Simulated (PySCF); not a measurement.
BH2, SMILES [BH2] (connectivity only; charge and spin as stated), charge +1, multiplicity 1. Atoms are numbered in the order given.

```xyz
3

B      0.0000     0.0000     0.0000
H      0.0000     0.0000    -1.1792
H      0.0000     0.0000     1.1792
```
Charge +1, spin multiplicity 1.

Geometry: PBE0-D3(BJ)/def2-TZVPD. The spin state was assumed, not searched. The isomer is the one that the SMILES or the coordinates give; other isomers of the formula were not compared.

The numbers are results of B3LYP/def2-TZVPD (PySCF), not measurements.

Gas-phase values at a fixed geometry.

```json
{
 "total_energy": "-25.63965 hartree",
 "point_group": "D∞h",
 "highest_occupied_level": "-20.32 eV",
 "lowest_empty_level": "-11.16 eV",
 "orbital_gap": "9.17 eV",
 "dipole_moment_about_the_centre_of_nuclear_charge": "0.00 D",
 "mean_static_polarisability": "9.6 bohr³ (1.42 Å³)",
 "polarisability_principal_values": "9.0, 9.0, 10.8 bohr³"
}
```
